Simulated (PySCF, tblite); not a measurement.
Give a GFN2-xTB geometry of `CCC1=C[P+]1(C)C`. (Charge +1.)

```xyz
19
C6H12P angstrom
C      2.466    0.171    0.529
C      1.917   -0.601   -0.671
C      0.477   -0.805   -0.540
C     -0.574   -1.629   -0.581
P     -1.055    0.011   -0.073
C     -1.499    0.268    1.671
C     -1.974    1.043   -1.256
H      2.334   -0.399    1.445
H      1.955    1.128    0.634
H      3.527    0.360    0.395
H      2.408   -1.573   -0.766
H      2.112   -0.032   -1.585
H     -0.853   -2.638   -0.796
H     -0.900   -0.395    2.295
H     -1.311    1.305    1.950
H     -2.558    0.048    1.814
H     -1.667    0.790   -2.270
H     -1.769    2.096   -1.061
H     -3.044    0.863   -1.142
```

Any rigid rotation of these coordinates is as good. Atoms count from 1 in this order. The C–C distances run from 1.337 Å (C3=C4, drawn double) to 1.529 Å (C1–C2, drawn single), a spread of 0.192 Å. C3 (fully substituted alkene carbon) is planar (angles 149.2°, 143.2° and 67.5°, sum 359.9°, 0.02 Å off the plane of its three neighbours). The 3-membered ring C3–C4–P5 has internal angles of 43.8° to 68.7°. The C–P distances run from 1.783 Å (C4–P5, drawn single) to 1.819 Å (P5–C7, drawn single), a spread of 0.036 Å.

Bonds between heavy atoms (Å): C1–C2 1.529, C2–C3 1.460, C3=C4 1.337, C4–P5 1.783, P5–C6 1.818, P5–C7 1.819, C3–P5 1.798.

The geometry is computed with GFN2-xTB (gas phase).

Point group: C1 (no symmetry element, even within 0.4 Å). Its GFN2-xTB frequencies are all real (lowest 39 cm⁻¹). Torsions: C1–C2–C3–C4 -131°. 3 starts were optimised and ended at 0.00, 0.12 and 0.12 kcal/mol (GFN2-xTB); the lowest of these is shown.

One conformer stands for the species.
